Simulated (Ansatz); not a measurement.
`[SiH3][SnH2][SH]` + HCl → `[SiH3][SnH2][Cl]` + H₂S at 400 K and 1 bar (ligand exchange at the Sn–S bond).

Gas-phase electronic energies from Ansatz, PBE0-D4/def2-TZVP geometries. CBS: MP2 limit from def2 TZ/QZ plus the TZ coupled-cluster correction, frozen cores. This one scheme is used for every species. def2 core potentials past Kr. For Sn outer-core shells are correlated without core-valence functions, which leaves a few kJ/mol of doubt a bond. One conformer a species, not always the lowest.

```json
{"species": "`[SiH3][SnH2][SH]`", "CCSD(T)/CBS energy (Eh)": "-904.49804", "H − E (kJ/mol)": "158.4", "S (J/(mol·K))": "408.4"}
{"species": "HCl", "CCSD(T)/CBS energy (Eh)": "-460.38127", "H − E (kJ/mol)": "29.6", "S (J/(mol·K))": "195.4"}
{"species": "`[SiH3][SnH2][Cl]`", "CCSD(T)/CBS energy (Eh)": "-965.91856", "H − E (kJ/mol)": "134.3", "S (J/(mol·K))": "384.2"}
{"species": "H₂S", "CCSD(T)/CBS energy (Eh)": "-398.97279", "H − E (kJ/mol)": "53.4", "S (J/(mol·K))": "215.9"}
```

H − E and S are ideal-gas, rigid-rotor, harmonic terms from PBE0-D4/def2-TZVP, for one conformer and one mirror image of each species. 1 Eh = 2625.50 kJ/mol, R = 8.31446 J/(mol·K).

Question: By hand: ΔE, ΔH, ΔS and ΔG.

Answer: ΔE = (-965.91856) + (-398.97279) − (-904.49804) − (-460.38127) = -0.01204 Eh = -31.6 kJ/mol. Δ(H − E) = 134.3 + 53.4 − 158.4 − 29.6 = -0.3, so ΔH = -31.9 kJ/mol. ΔS = 384.2 + 215.9 − 408.4 − 195.4 = -3.7 J/(mol·K). ΔG = -31.9 − 400 × (-3.7)/1000 = -30.4 kJ/mol.

Question: By hand: the equilibrium constant, and the temperature at which ΔG would vanish if ΔH and ΔS stayed fixed.

Answer: log₁₀ K = −ΔG/(RT ln 10) = 4.0. ΔG = 0 at ΔH/ΔS = 8622 K, far beyond where these terms or the molecules hold.

The number of gas molecules stays the same, so ΔS is small and ΔH decides. A doubt of 5 kJ/mol in ΔE shifts log₁₀ K by 0.7 here. Other conformers and mirror images would add mixing entropy, several J/(mol·K) or more a flexible species. Modes under 60 cm⁻¹, often nearly free rotors, make the harmonic entropy too high. These are equilibria of isolated gas molecules and say nothing of rates. Largest T1 diagnostic: 0.013 (customary marks: 0.02 for closed shells, 0.045 for open ones).
